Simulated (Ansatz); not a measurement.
```yaml
crystal:
  periodic: [false, false, false]
  atoms:
    - {symbol: Al, position_ang: [-0.643246, -0.324221, 2.256852]}
    - {symbol: Al, position_ang: [1.575752, 2.171968, -1.343214]}
    - {symbol: Al, position_ang: [-0.768712, -2.382553, 0.689131]}
    - {symbol: Al, position_ang: [-0.776119, 0.537243, -0.539938]}
    - {symbol: Sb, position_ang: [1.069176, 1.616121, 1.334018]}
    - {symbol: Sb, position_ang: [-2.836355, -0.719426, 0.336243]}
    - {symbol: Sb, position_ang: [1.669702, -0.923463, -0.065905]}
    - {symbol: Sb, position_ang: [0.709780, 0.024332, -2.667178]}
basis:
  gaussian: {orbitals: def2-TZVPD}
total_charge: -1
magnetization: {spin_polarized: true, initial_magnetization: 1}
hamiltonian: {xc: pbe0, dispersion: d4}
scf: {omitted_lower_state_checks: [starts]}
output: {orbitals: {seedname: orbitals}}
```

```sh
$ ansatz run in.yaml --threads 4 --pin off --events-out ev --progress --plain --max-ram 4787MiB
```

**Question.** Does this run fit into the memory that it is given?

**Answer.** No. It has 396 basis functions, and Ansatz plans for 7 GiB where 5 GiB are given.
